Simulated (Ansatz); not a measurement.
The lowest singlet and triplet of CH3N (SMILES C[N]); geometries from B3LYP-D3(BJ)/def2-TZVP, each state relaxed from the structure named, with no frequency check, low spin by broken symmetry.
Singlet (charge 0, multiplicity 1):
```xyz
5

C     -0.533     0.061     0.040
N      0.854    -0.097    -0.065
H     -0.872    -0.093     1.078
H     -0.842     1.073    -0.269
H     -1.064    -0.664    -0.598
```
Triplet (charge 0, multiplicity 3):
| atom | x (Å) | y (Å) | z (Å) |
|---|---|---|---|
| C | -0.5371 | 0.0611 | 0.0407 |
| N | 0.8573 | -0.0975 | -0.0650 |
| H | -0.8723 | -0.0928 | 1.0776 |
| H | -0.8418 | 1.0724 | -0.2688 |
| H | -1.0642 | -0.6635 | -0.5983 |

A positive gap puts the triplet lower; no zero-point energy. R- takes a restricted singlet, here one determinant of a half-filled degenerate or near-degenerate pair, which mixes singlet states. The triplet is unrestricted in single-reference levels. Active spaces average the two states.

Cores are frozen in the correlated methods.

The values were computed with Ansatz (a first-principles code). Each number belongs to the level named beside it.

Task: Estimate the gap E(singlet) − E(triplet), adiabatic that SC-NEVPT2 on SA-CASSCF(2,2)/cc-pVTZ returns for this input.

Result: 35.6 kcal/mol

Task: Estimate the gap E(singlet) − E(triplet), adiabatic that R-HF/cc-pVQZ returns for this input.

Result: 63.3 kcal/mol

Task: Predict the gap E(singlet) − E(triplet), adiabatic from SA-CASSCF(2,2)/cc-pVDZ.

Result: 40.4 kcal/mol

Doubts at one or more of the structures used: a restricted determinant that unrestricted orbitals would lower (R-HF/cc-pVQZ).
